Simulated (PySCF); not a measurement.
SMILES [GeH3][N]([SiH3])C, singlet, PBE0/def2-SVP optimised geometry.

```
13

Si     0.89    -1.40     0.00
N      0.31     0.24     0.00
C      0.83     1.16     1.00
Ge    -1.15     0.82    -0.97
H      2.39    -1.40     0.00
H      0.46    -2.19     1.20
H      0.37    -2.08    -1.22
H      1.86     0.90     1.28
H      0.86     2.19     0.62
H      0.23     1.17     1.94
H     -2.39     0.99    -0.07
H     -0.79     2.20    -1.57
H     -1.42    -0.21    -2.07
```

Density from PBE0/def2-TZVP run with PySCF at that geometry.

Minimum of the electron density along straight lines between bonded atoms, close to the bond critical point (lines longer than 1.1 times the sum of covalent radii, or with two minima, are not listed):

```json
[
 {"bond": "Si1–N2", "length / Å": "1.740", "ρ at the minimum / e bohr⁻³": "0.128", "∇²ρ there / e bohr⁻⁵": "0.53", "position (fraction from the first atom)": "0.40"},
 {"bond": "N2–C3", "length / Å": "1.455", "ρ at the minimum / e bohr⁻³": "0.264", "∇²ρ there / e bohr⁻⁵": "…", "position (fraction from the first atom)": "0.60"},
 {"bond": "N2–Ge4", "length / Å": "1.845", "ρ at the minimum / e bohr⁻³": "0.137", "∇²ρ there / e bohr⁻⁵": "…", "position (fraction from the first atom)": "0.53"},
 {"bond": "Si1–H5", "length / Å": "1.498", "ρ at the minimum / e bohr⁻³": "0.119", "∇²ρ there / e bohr⁻⁵": "0.14", "position (fraction from the first atom)": "0.49"},
 {"bond": "Si1–H6", "length / Å": "1.502", "ρ at the minimum / e bohr⁻³": "0.118", "∇²ρ there / e bohr⁻⁵": "0.14", "position (fraction from the first atom)": "0.49"},
 {"bond": "Si1–H7", "length / Å": "1.493", "ρ at the minimum / e bohr⁻³": "0.120", "∇²ρ there / e bohr⁻⁵": "…", "position (fraction from the first atom)": "0.49"},
 {"bond": "C3–H8", "length / Å": "1.104", "ρ at the minimum / e bohr⁻³": "0.274", "∇²ρ there / e bohr⁻⁵": "-0.93", "position (fraction from the first atom)": "0.64"},
 {"bond": "C3–H9", "length / Å": "1.104", "ρ at the minimum / e bohr⁻³": "0.274", "∇²ρ there / e bohr⁻⁵": "-0.93", "position (fraction from the first atom)": "0.64"},
 {"bond": "C3–H10", "length / Å": "1.107", "ρ at the minimum / e bohr⁻³": "0.272", "∇²ρ there / e bohr⁻⁵": "-0.92", "position (fraction from the first atom)": "0.64"},
 {"bond": "Ge4–H11", "length / Å": "1.546", "ρ at the minimum / e bohr⁻³": "0.132", "∇²ρ there / e bohr⁻⁵": "0.06", "position (fraction from the first atom)": "0.59"},
 {"bond": "Ge4–H12", "length / Å": "1.543", "ρ at the minimum / e bohr⁻³": "0.133", "∇²ρ there / e bohr⁻⁵": "0.05", "position (fraction from the first atom)": "0.59"},
 {"bond": "Ge4–H13", "length / Å": "1.536", "ρ at the minimum / e bohr⁻³": "0.135", "∇²ρ there / e bohr⁻⁵": "0.05", "position (fraction from the first atom)": "0.59"}
]
```

Q: Complete the blanks.

A: 
- N2–C3, ∇²ρ there / e bohr⁻⁵: -0.67
- N2–Ge4, ∇²ρ there / e bohr⁻⁵: 0.41
- Si1–H7, ∇²ρ there / e bohr⁻⁵: 0.15
